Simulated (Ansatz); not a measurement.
`B[SiH2]CC` + H₂S → `B[SiH2]CS` + CH₄  (substitution at a C–C bond)

Gas-phase electronic energies from Ansatz, PBE0-D4/def2-TZVP geometries. CCSD(T)/CBS is the MP2 limit (def2-TZVPP, def2-QZVPP) plus CCSD(T) − MP2 in def2-TZVPP, frozen cores. This one scheme is used for every species. DFT in def2-TZVPP. B3LYP here is the variant with VWN-RPA as its local correlation; programs differ in this. HSE06 is defined as in plane-wave codes. One conformer a species, not always the lowest.

| level | ΔE (kJ/mol) | difference from CCSD(T)/CBS |
| --- | --- | --- |
| LDA (SPW92) | 2.7 | 2.3 |
| PBE-D4 | -2.5 | -2.9 |
| revPBE-D4 | -3.0 | -3.4 |
| BLYP-D4 | -3.8 | -4.2 |
| r2SCAN-D4 | -1.8 | -2.2 |
| B97M-V | 0.8 | 0.4 |
| PBE0-D4 | -0.3 | -0.7 |
| B3LYP-D4 | -1.7 | -2.1 |
| r2SCANh-D4 | -1.1 | -1.5 |
| r2SCAN0-D4 | -0.2 | -0.6 |
| HSE06-D4 | -0.5 | -0.9 |
| BHLYP-D4 | -0.4 | -0.8 |
| CAM-B3LYP-D4 | 1.5 | 1.1 |
| ωB97X-V | 0.9 | 0.5 |
| ωB97M-V | 0.6 | 0.2 |
| PBE-QIDH | 0.8 | 0.4 |
| revPBE | -2.7 | -3.1 |
| BLYP | -2.1 | -2.5 |
| r2SCAN | -1.8 | -2.2 |
| PBE0 | 0.5 | 0.1 |
| B3LYP | -0.1 | -0.5 |
| r2SCANh | -1.0 | -1.4 |
| r2SCAN0 | -0.1 | -0.5 |
| HSE06 | 0.3 | -0.1 |
| BHLYP | 1.9 | 1.5 |
| CAM-B3LYP | 2.4 | 2.0 |
| LC-ωPBE | 2.2 | 1.8 |
| RPA@PBE/def2-TZVPP | 5.5 | 5.1 |
| HF/def2-SVP | 11.8 | 11.4 |
| MP2/def2-SVP | 10.8 | 10.4 |
| CCSD(T)/def2-SVP | 13.3 | 12.9 |
| HF/def2-TZVPP | 3.6 | 3.2 |
| MP2/def2-TZVPP | -0.3 | -0.7 |
| SCS-MP2/def2-TZVPP | 0.7 | 0.3 |
| CCSD/def2-TZVPP | 4.6 | 4.2 |
| CCSD(T)/def2-TZVPP | 3.1 | 2.7 |
| MP2/def2-QZVPP | -1.8 | -2.2 |
| SCS-MP2/def2-QZVPP | -0.7 | -1.1 |
| HF/CBS(def2) | 3.6 | 3.2 |
| MP2/CBS(def2) | -3.0 | -3.4 |
| CCSD(T)/CBS | 0.4 | 0 |

Largest T1 diagnostic among the species: 0.011.

At CCSD(T), def2-SVP lies +12.9 kJ/mol from the extrapolated value and def2-TZVPP +2.7 kJ/mol. Leaving LDA and LC-ωPBE aside and taking each functional with its dispersion term where it has one, the values spread over 5.4 kJ/mol, from BLYP-D4 to CAM-B3LYP-D4. LDA lies +4.4 kJ/mol from PBE without D4.

CCSD(T)/CBS has its own doubt, a few kJ/mol and more with outer-core shells, so smaller differences from it don't rank the levels.
